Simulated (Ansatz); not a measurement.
Cost and result for the atomization energy of C7H9N (`N#CC1C=CCCC1`) (17 atoms, 17 bonds).

```xyz
17

N    -0.9865    0.3280   -3.1194
C    -1.0903    0.3225   -1.9740
C    -1.2027    0.3192   -0.5157
C    -1.0496   -1.0860    0.0135
C     0.0224   -1.4852    0.6857
C     1.2146   -0.6246    0.9525
C     1.2021    0.6516    0.1238
C    -0.1832    1.2740    0.1173
H    -2.2148    0.6732   -0.2873
H    -1.8686   -1.7711   -0.1766
H     0.0475   -2.5013    1.0692
H     2.1255   -1.1987    0.7547
H     1.2478   -0.3852    2.0240
H     1.4954    0.4234   -0.9065
H     1.9356    1.3631    0.5100
H    -0.1878    2.2268   -0.4155
H    -0.5076    1.4706    1.1442
```

The species carries charge 0 and has multiplicity 1. All single points use the PBE0-D4/def2-TZVP geometry. Program: Ansatz. All runs use 2 threads of an AMD EPYC 7R13 on a shared host and a share of an NVIDIA H100 80 GB. Times are those of one run each, without the atoms' runs, and a repeat can differ threefold. Electronic energies, without spin–orbit coupling; frozen cores. CCSD(T)/CBS adds CCSD(T) − MP2 in def2-TZVPP to the MP2 limit, and its time is that of the two runs behind it. T1 = 0.011. B3LYP takes the VWN-RPA correlation (the form of Gaussian; ORCA's B3LYP/G). HSE06 is the plane-wave form, built on full-range PBE exchange.

CCSD(T)/CBS is a level of theory with its own doubt, some kJ/mol a heavy atom from the limit and from the frozen cores, so smaller differences don't rank the functionals.

| level | functions | wall time | atomization (kcal/mol) | difference from CCSD(T)/CBS | per bond |
| --- | --- | --- | --- | --- | --- |
| HSE06-D4/def2-TZVPP | 374 | 1.9 s | 1841.9 | 28.0 | 1.6 |
| revPBE-D4/def2-TZVPP | 374 | 1.9 s | 1830.4 | 16.5 | 1.0 |
| CCSD(T)/def2-SVP | 157 | 2.3 s | 1749.4 | -64.5 | -3.8 |
| BHLYP-D4/def2-TZVPP | 374 | 2.6 s | 1763.5 | -50.4 | -3.0 |
| B3LYP-D4/def2-TZVPP (with forces) | 374 | 2.7 s | 1819.2 | 5.3 | 0.3 |
| B97M-V/def2-TZVPP | 374 | 2.9 s | 1819.2 | 5.3 | 0.3 |
| CAM-B3LYP-D4/def2-TZVPP | 374 | 3 s | 1825.4 | 11.5 | 0.7 |
| ωB97M-V/def2-TZVPP (with forces) | 374 | 3.3 s | 1823.8 | 9.9 | 0.6 |
| PBE-QIDH/def2-TZVPP | 374 | 4.2 s | 1821.4 | 7.5 | 0.4 |
| B2PLYP/def2-TZVPP | 374 | 4.3 s | 1803.0 | -10.9 | -0.6 |
| MP2/def2-QZVPP | 726 | 5.5 s | 1837.1 | 23.2 | 1.4 |
| CCSD(T)/def2-TZVPP | 374 | 22 s | 1772.0 | -41.9 | -2.5 |
| CCSD(T)/CBS(def2) | – | 28 s | 1813.9 | 0.0 | 0.0 |

In def2-TZVPP, CCSD(T) changes the Hartree–Fock value by +441.6 kcal/mol (the triples alone add +30.8 kcal/mol) and MP2 by +482.2 kcal/mol; breaking electron pairs costs correlation energy, which Hartree–Fock lacks. From r2SCAN to r2SCAN0 (25 % exact exchange), in def2-TZVPP and without D4, the atomization energy moves by −26.1 kcal/mol: exact exchange takes away binding that semilocal exchange gives to molecules. Leaving LDA and LC-ωPBE aside and taking each functional with its dispersion term where it has one, the values, not all of them listed here, spread over 112.1 kcal/mol, from BHLYP-D4 to PBE-D4. LDA lies +224.8 kcal/mol from PBE without D4, its usual overbinding.
